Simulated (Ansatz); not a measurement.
BH$_{4}$SeBr, closed shell: at the end structure of a reaction step.

Input (in.yaml):

```yaml
crystal:
  periodic: [false, false, false]
  atoms:
    - {symbol: B, position_ang: [-0.073008, -0.984109, -0.895849]}
    - {symbol: Br, position_ang: [-0.579441, 1.036971, 2.975837]}
    - {symbol: H, position_ang: [-1.136294, -0.823105, -1.400498]}
    - {symbol: H, position_ang: [0.320253, -2.037734, -0.507314]}
    - {symbol: H, position_ang: [0.068815, 0.799421, 1.721036]}
    - {symbol: Se, position_ang: [1.127737, 0.479172, -0.661162]}
    - {symbol: H, position_ang: [0.271940, 1.529285, -1.232151]}
basis:
  gaussian: {orbitals: STO-3G}
hamiltonian: {xc: hf}
```

Launched with

```bash
ansatz run in.yaml --threads 4 --pin off --events-out ev --progress --plain --max-ram 9574MiB
```

The run's output (Ansatz 0.2.0):

```
Functional definition: HF
  name "HF"
  cite "Fock, Z. Phys. 61, 126 (1930) doi:10.1007/BF01340294"
  parent pbe
  exchange = exact_x
  correlation = 0
474 factors; integrals over basis functions are off by at most 8.1e-5 eV
mean field evaluation 1: about -134556.0288 eV, gradient 1.8e1 eV
mean field evaluation 2: about -134556.0426 eV, gradient 1.8e1 eV
mean field evaluation 4: about -134557.6733 eV, gradient 9.4e-1 eV
mean field evaluation 8: about -134557.6774 eV, gradient 1.4e-5 eV
mean field -134557.67743063 eV, -4944.9034391062 hartree, gradient 1.8e-5 eV, S^2 0.000000; 0 other end points of the search recorded, 0 dependent functions left out
reference -134557.67743063 eV, -4944.9034391062 hartree; 39, 39 occupied and 6, 6 virtual orbitals, 474 factors
Total energy: -134557.67743063 eV, -4944.9034391062 hartree
```

The lines “mean field evaluation” count trial sets of orbitals through the whole run, from several starts and some on an approximate energy, so they need not fall steadily or lie above the final value.

Hardware: 4 CPU threads of an Arm Neoverse V2, shared host. Wall time about 0.15 s.
